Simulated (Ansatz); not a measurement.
CH$_{8}$AsNSi (`CN([SiH3])[AsH2]`). Total charge 0; spin multiplicity 1. Correlated methods include outer-core shells of As, which these sets cover unevenly. Scalar relativity is left out up to krypton.

Z-matrix (Å, degrees):
```
C
N 1 1.455
H 1 1.094 2 110.6
H 1 1.094 2 109.7 3 118.4
H 1 1.098 2 113.5 3 -121.2
Si 2 1.724 1 120.0 3 -158.7
As 2 1.854 1 114.5 3 45.0
H 6 1.494 2 113.6 1 -80.5
H 6 1.485 2 108.7 1 159.4
H 6 1.489 2 108.1 1 39.3
H 7 1.525 2 95.9 1 -162.0
H 7 1.538 2 99.9 1 105.8
```

Problem. Give the diagnostics of a CCSD(T)/def2-TZVPP run (frozen core, Ansatz). (Best estimate.)

Solution. The calculation gave: T1 = 0.0112, largest single amplitude 0.014, largest double 0.030, (T) share of the correlation energy 3.7 %, 9 CCSD cycles. The RHF solution is stable towards an unrestricted one. T1 lies under the customary mark of 0.02 for closed shells.
